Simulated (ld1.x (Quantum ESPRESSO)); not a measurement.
Which change was made? (Pb, TM)

ld1.x (Quantum ESPRESSO) 7.5 input, shortened:

```
&input
   title='Pb', zed=82., rel=2, dft='PBESOL', iswitch=3,
   config='[Xe] 4f14 5d10 6s2 6p2', rel_dist='average'
 /
 &inputp
   pseudotype=2, tm=.true., lloc=1,
   nlcc=.false.
 /
2
6S  1  0   2.00   0.00  2.00  2.00  0.0
6P  2  1   2.00   0.00  2.55  2.55  0.0
 &test
   configts(1)='6s2 6p2'
 /
```

Open shells are filled in proportion to 2j + 1 (rel_dist='average').

Cutoffs, loose and tight: the cutoffs (Ry, on a coarse ladder) from which the occupation-weighted sum of valence levels, in a spherical-Bessel basis at the reference potential, stays within 10 and 1 mRy of its value at 400 Ry. They do not see the model core or the augmentation charge, which bear on the density cutoff. Test errors are all-electron minus pseudo excitation energies from the reference, over the configurations 6s2 6p1; 6s2 6p0; 6s1 6p0; 6s2 6p2.3; 6s1 6p2; 6s2 6p1.5; 6s0 6p4; variants that change the core or the reference have their own tests.

The base gives: outcome: generated, misses its reference levels by 1.08 eV; cutoff, loose: 21 Ry; cutoff, tight: 35 Ry; bound ghosts: none; largest test error (meV): +284.

(1) After one change the result is: outcome: generated, misses its reference levels by 1.08 eV; cutoff, loose: 35 Ry; cutoff, tight: 40 Ry; bound ghosts: none; largest test error (meV): +285. Which change was it?
A. local potential all-electron potential smoothed inside 2.00 bohr (lloc = -2)
B. reference 6s2 6p0
C. all radii scaled by about 0.85 (s 1.70, p 2.16 bohr)
D. type RRKJ; rho0 0.01

Results:

(1) D. The others give: local potential all-electron potential smoothed inside 2.00 bohr (lloc = -2) → outcome: generated; cutoff, loose: 21 Ry; cutoff, tight: 35 Ry; bound ghosts: none; largest test error (meV): +73 | reference 6s2 6p0 → outcome: generated; cutoff, loose: 25 Ry; cutoff, tight: 35 Ry; bound ghosts: none; largest test error (meV): +114 | all radii scaled by about 0.85 (s 1.70, p 2.16 bohr) → outcome: generated, misses its reference levels by 1.10 eV; cutoff, loose: 30 Ry; cutoff, tight: 80 Ry; bound ghosts: none; largest test error (meV): +400.
